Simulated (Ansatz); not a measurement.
Born–Oppenheimer molecular dynamics of H$_{10}$O$_{2}$Si$_{4}$ (16 atoms, charge 0, multiplicity 1). It starts from a relaxed structure.

The calculation used RKS PBE-D4/6-31G in Ansatz.

```json
{"ensemble": "NVE (velocity Verlet)", "time step": "0.5 fs", "steps asked": "150", "starting velocities drawn for": "700 K", "seed": "664614"}
```

First frame:

```xyz
16
Properties=species:S:1:pos:R:3
Si 0.110 -0.086 0.460
H 0.444 0.074 1.931
Si 1.933 0.113 -1.037
H 2.958 -0.961 -0.749
H 1.444 -0.049 -2.459
H 2.596 1.469 -0.905
O -1.095 1.105 0.158
Si -2.225 1.663 -1.028
H -3.475 0.804 -1.007
H -2.581 3.090 -0.681
H -1.621 1.614 -2.422
O -0.495 -1.671 0.178
Si -1.788 -2.768 0.510
H -2.167 -2.743 1.981
H -3.009 -2.403 -0.314
H -1.318 -4.153 0.131
```

How far do the bonds stretch over the last three quarters of this one trajectory? (Pairs bonded in most of those frames.)


```json
{"bond": "Si1–H2", "mean (Å)": "1.538", "spread (Å)": "0.091", "shortest": "1.41", "longest": "1.68"}
{"bond": "Si1–Si3", "mean (Å)": "2.384", "spread (Å)": "0.042", "shortest": "2.32", "longest": "2.44"}
{"bond": "Si1–O7", "mean (Å)": "1.746", "spread (Å)": "0.047", "shortest": "1.66", "longest": "1.81"}
{"bond": "Si1–O12", "mean (Å)": "1.719", "spread (Å)": "0.034", "shortest": "1.67", "longest": "1.77"}
{"bond": "Si3–H4", "mean (Å)": "1.538", "spread (Å)": "0.075", "shortest": "1.42", "longest": "1.64"}
{"bond": "Si3–H5", "mean (Å)": "1.518", "spread (Å)": "0.034", "shortest": "1.47", "longest": "1.57"}
{"bond": "Si3–H6", "mean (Å)": "1.528", "spread (Å)": "0.055", "shortest": "1.44", "longest": "1.60"}
{"bond": "O7–Si8", "mean (Å)": "1.742", "spread (Å)": "0.046", "shortest": "1.67", "longest": "1.82"}
{"bond": "Si8–H9", "mean (Å)": "1.526", "spread (Å)": "0.029", "shortest": "1.48", "longest": "1.57"}
{"bond": "Si8–H10", "mean (Å)": "1.519", "spread (Å)": "0.018", "shortest": "1.49", "longest": "1.55"}
{"bond": "Si8–H11", "mean (Å)": "1.521", "spread (Å)": "0.022", "shortest": "1.48", "longest": "1.55"}
{"bond": "O12–Si13", "mean (Å)": "1.727", "spread (Å)": "0.022", "shortest": "1.70", "longest": "1.76"}
{"bond": "Si13–H14", "mean (Å)": "1.527", "spread (Å)": "0.032", "shortest": "1.47", "longest": "1.57"}
{"bond": "Si13–H15", "mean (Å)": "1.525", "spread (Å)": "0.053", "shortest": "1.44", "longest": "1.60"}
{"bond": "Si13–H16", "mean (Å)": "1.528", "spread (Å)": "0.038", "shortest": "1.47", "longest": "1.58"}
```

Mean temperature of the second half: 385 K. The conserved energy stayed within 0.27 meV per atom of its start (net change 0.15 meV per atom), so the integration is sound. Over the second half the temperature averaged 0.55 of the 700 K drawn at the start: a run that starts near a minimum puts about half its kinetic energy into the potential. A run of 0.075 ps of so small a system gives no equilibrium averages. Limits of this set-up: no polarisation functions.

Run time: 10 min on 2 threads of Arm Neoverse V1, with other jobs on the host, peak memory 0.15 GiB.
